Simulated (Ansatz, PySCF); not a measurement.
This Ansatz (a program for electronic structure) input computes a r2SCAN/def2-TZVPD energy:

Ansatz 0.2 input:
```yaml
crystal:
  periodic: [false, false, false]
  atoms:
    - {symbol: B, position_ang: [0.14582422, 0.01867256, -0.00100654]}
    - {symbol: N, position_ang: [1.50942725, 0.20575644, 0.01073931]}
    - {symbol: N, position_ang: [-0.62998183, -1.22784800, 0.34763058]}
    - {symbol: N, position_ang: [-0.79145706, 1.13332708, -0.37604615]}
    - {symbol: H, position_ang: [2.02654241, -0.65829729, 0.17564274]}
    - {symbol: H, position_ang: [-0.06106499, -2.06357977, 0.35783977]}
    - {symbol: H, position_ang: [-1.43217107, -1.39135404, -0.25061158]}
    - {symbol: H, position_ang: [-0.29235579, 2.01337465, -0.39999237]}
    - {symbol: H, position_ang: [-1.58599006, 1.22784492, 0.24588807]}
basis:
  gaussian:
    orbitals: def2-TZVPD
hamiltonian:
  xc: {name: r2SCAN}
total_charge: -1
output: {forces: true}
```

Task: Write an input for the same energy in PySCF and say what it gives.

Result: 
```python
from pyscf import gto, scf, dft

mol = gto.M(
    atom='''
    B     0.14582422    0.01867256   -0.00100654
    N     1.50942725    0.20575644    0.01073931
    N    -0.62998183   -1.22784800    0.34763058
    N    -0.79145706    1.13332708   -0.37604615
    H     2.02654241   -0.65829729    0.17564274
    H    -0.06106499   -2.06357977    0.35783977
    H    -1.43217107   -1.39135404   -0.25061158
    H    -0.29235579    2.01337465   -0.39999237
    H    -1.58599006    1.22784492    0.24588807
    ''',
    basis='def2-tzvpd',
    charge=-1,
    spin=0,
    verbose=4,
)

mf = dft.RKS(mol, xc='r2scan').density_fit(auxbasis='def2-universal-jkfit')
mf.grids.level = 4
mf.conv_tol = 1e-9
mf.max_cycle = 100
mf.max_memory = 1500
mf.kernel()
if not mf.converged:
    mf = mf.newton()
    mf.kernel(mf.make_rdm1())
mf.analyze()
```
It gives -192.18033 Eh, and Ansatz -192.18025 Eh, a difference of 0.08 mEh, from the treatment of integrals and grids.

It need not be the lowest isomer of its formula. Whether it binds its extra electron was not tested at this geometry.
